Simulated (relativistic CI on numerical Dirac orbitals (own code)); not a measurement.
## Ni2+ in a cubic cluster: 3p photoemission with charge transfer

Computed with a charge-transfer multiplet model of a cubic metal-ligand cluster with up to 2 ligand holes, Slater and spin-orbit integrals from Dirac-Coulomb-Breit ions, Slater integrals scaled by 0.7. The parameters are those of a tetrahedral site (10Dq negative, t2 hopping the larger). The ground state mixes d8 with configurations of k ligand holes L, whose averages lie at kΔ + k(k − 1)U_dd/2; a core hole lowers each added d electron by U_cd. 20 K, Lorentzian 0.9 eV and Gaussian 0.8 eV FWHM.

Atomic integrals in eV (Slater integrals scaled, ζ unscaled), ground: F2dd 8.519, F4dd 5.287, zeta_d 0.080; with the core hole: F2dd 9.294, F4dd 5.804, zeta_d 0.088, zeta_core 1.457, F2cd 9.998, G1cd 12.349, G3cd 7.524.

Cluster parameters (eV): U_dd = 6.7, U_cd = 8.3, 10Dq = -0.4, 10Dq(ligand) = 0, V(eg) = 1.4, V(t2g) = -2.38, final-state hopping factor = 0.9.

```tsv
Case	n_d	d8	d9L	d10L2	S
Δ = -0.7 eV	8.63	0.43	0.52	0.05	1.00
Δ = 2.3 eV	8.33	0.68	0.30	0.02	1.00
Δ = 3.3 eV	8.27	0.74	0.25	0.01	1.00
Δ = 4.3 eV	8.21	0.79	0.20	0.01	1.00
Δ = 5.3 eV	8.17	0.83	0.16	0.00	1.00
```

Weights, n_d and S are thermal averages at 20 K. Binding energies count from the first peak over 30 % of the highest in each spectrum, which can be another peak from case to case. The parameters are a model scan and need not match a compound or its usual spin state. Peaks in eV (height, largest 100):
- Δ = -0.7 eV: 0.0 (100), 7.6 (41), 13.4 (37), 17.3 (10), 24.6 (8)
- Δ = 2.3 eV: 0.0 (100), 1.6 (58), 5.8 (56), 8.5 (30), 9.6 (31), 12.1 (33), 14.0 (27), 17.1 (7), 19.7 (10), 21.5 (17)
- Δ = 3.3 eV: 0.0 (100), 1.9 (55), 5.4 (69), 8.8 (31), 9.9 (32), 11.8 (27), 13.8 (35), 16.3 (7), 19.0 (10), 20.7 (19)
- Δ = 4.3 eV: 0.0 (100), 2.2 (52), 5.4 (75), 8.9 (35), 10.4 (27), 13.9 (31), 18.4 (11), 20.2 (20)
- Δ = 5.3 eV: 0.0 (100), 2.5 (50), 5.4 (74), 9.0 (34), 11.3 (28), 12.9 (24), 14.4 (22), 18.0 (10), 19.7 (19)

For the case Δ = 2.3 eV, Δ = 2.3 eV is smaller than U_dd = 6.7 eV, the charge-transfer side of the Zaanen-Sawatzky-Allen scheme. With the core hole the configuration with one ligand hole lies at Δ − U_cd = -9.0, -6.0, -5.0, -4.0, -3.0 eV from the one without, in the order of the table; where this is negative the screened configuration lies lower, though the effective hopping of about 2.7 eV (from the holes of the mixed ground state) mixes the two strongly wherever it is as large as the gap.
